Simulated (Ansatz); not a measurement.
Relaxation of CH$_{5}$BOS (9 atoms, charge 0, multiplicity 1), to a largest force component of 0.03 eV/Å in at most 50 steps.

Computed with Ansatz 0.2.0, RKS r2SCANh-D4/def2-SVP.

```xyz
9
Properties=species:S:1:pos:R:3
B -0.910 -0.556 0.424
O 0.008 0.464 0.057
C 1.193 0.170 -0.649
S -2.331 0.046 1.329
H -1.782 1.281 1.216
H -0.729 -1.712 0.143
H 1.247 -0.890 -0.940
H 2.064 0.410 -0.023
H 1.239 0.788 -1.557
```

Task: Where does it end, and by what steps?

Result: The run converged. After 5 steps the energy has fallen by 0.165 eV; H5 moved furthest, 0.30 Å.

| step | energy less start (eV) | largest force component (eV/Å) | accepted |
| --- | --- | --- | --- |
| 0 | 0.0000 | 1.821 | yes |
| 1 | -0.1208 | 1.096 | yes |
| 2 | -0.1601 | 0.281 | yes |
| 3 | -0.1631 | 0.137 | yes |
| 4 | -0.1646 | 0.063 | yes |
| 5 | -0.1649 | 0.009 | yes |

```xyz
9
Properties=species:S:1:pos:R:3
B -0.852 -0.472 0.397
O 0.059 0.454 0.046
C 1.232 0.136 -0.671
S -2.329 0.009 1.316
H -2.029 1.324 1.378
H -0.724 -1.640 0.117
H 1.272 -0.934 -0.927
H 2.110 0.394 -0.062
H 1.262 0.729 -1.595
```

Whether the end is a true minimum wasn't checked by a vibrational analysis.

Run time: 19 s on 2 threads of Arm Neoverse V1, on a shared host, peak memory 0.18 GiB.
